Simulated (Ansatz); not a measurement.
Isolated molecules relaxed with PBE0-D4/def2-TZVP in Ansatz; ΔE leaves out vibrations. CBS: MP2 limit from def2 TZ/QZ plus the TZ coupled-cluster correction, frozen cores. This one scheme is used for every species. DFT in def2-TZVPP. B3LYP here is the variant with VWN-RPA as its local correlation; programs differ in this. For Ge outer-core shells are correlated without core-valence functions, which leaves a few kJ/mol of doubt a bond. Scalar relativity is left out up to krypton. One conformer a species, not always the lowest.

Reaction (formal exchange of groups at a Ge–O bond): `[F][GeH2][O][GeH3]` + `N[SiH2]N` → `N[SiH](N)[GeH3]` + `[OH][GeH2][F]`

`[F][GeH2][O][GeH3]`:

Z-matrix (Å, degrees):
```
Ge
O 1 1.748
F 1 1.741 2 106.6
H 1 1.535 2 111.5 3 -114.6
H 1 1.529 2 108.2 3 115.5
Ge 2 1.784 1 128.0 3 48.4
H 6 1.534 2 105.2 1 152.9
H 6 1.540 2 108.7 1 33.4
H 6 1.535 2 108.5 1 -87.5
```

`N[SiH2]N`:

Cartesian coordinates in Å:
```
N -0.128 -1.416 0.328
Si -0.507 0.202 -0.079
N 0.952 1.088 -0.199
H 0.473 -1.979 -0.251
H -0.776 -1.975 0.857
H -1.466 0.614 0.987
H -1.164 0.435 -1.399
H 1.022 1.877 -0.819
H 1.593 1.155 0.574
```

`N[SiH](N)[GeH3]`:

Cartesian coordinates in Å:
```
N -0.489 -1.402 -1.026
Si 0.176 -0.553 0.304
N 1.874 -0.477 0.082
Ge -0.986 1.537 0.343
H -1.446 -1.268 -1.305
H -0.150 -2.319 -1.272
H 0.037 -1.188 1.650
H 2.484 -0.441 0.881
H 2.274 -0.012 -0.717
H -2.517 1.370 0.235
H -0.550 2.446 -0.824
H -0.707 2.307 1.649
```

`[OH][GeH2][F]`:

Z-matrix (Å, degrees):
```
Ge
F 1 1.738
O 1 1.761 2 107.6
H 1 1.526 2 107.8 3 114.3
H 1 1.534 2 105.1 3 -119.6
H 3 0.960 1 113.6 2 -67.0
```

| level | ΔE (kcal/mol) | difference from CCSD(T)/CBS |
| --- | --- | --- |
| PBE0-D4 | 2.0 | -3.4 |
| B3LYP-D4 | 5.0 | -0.4 |
| ωB97X-V | 6.0 | 0.6 |
| ωB97M-V | 5.5 | 0.1 |
| r2SCAN | 4.0 | -1.4 |
| PBE0 | 2.3 | -3.1 |
| B3LYP | 5.5 | 0.1 |
| HF/def2-TZVPP | 12.2 | 6.8 |
| MP2/def2-TZVPP | 7.2 | 1.8 |
| SCS-MP2/def2-TZVPP | 9.0 | 3.6 |
| CCSD/def2-TZVPP | 6.9 | 1.5 |
| HF/def2-QZVPP | 12.7 | 7.3 |
| MP2/def2-QZVPP | 6.8 | 1.4 |
| HF/CBS(def2) | 12.7 | 7.3 |
| MP2/CBS(def2) | 6.2 | 0.8 |
| CCSD/CBS(def2) | 5.9 | 0.5 |
| CCSD(T)/CBS | 5.4 | 0 |

Largest T1 diagnostic among the species: 0.012.

In def2-TZVPP, CCSD(T) changes the Hartree–Fock value by −5.8 kcal/mol (the triples alone add −0.5 kcal/mol) and MP2 by −5.0 kcal/mol. From PBE to PBE0 (25 % exact exchange), in def2-TZVPP and without D4, ΔE moves by +1.4 kcal/mol.
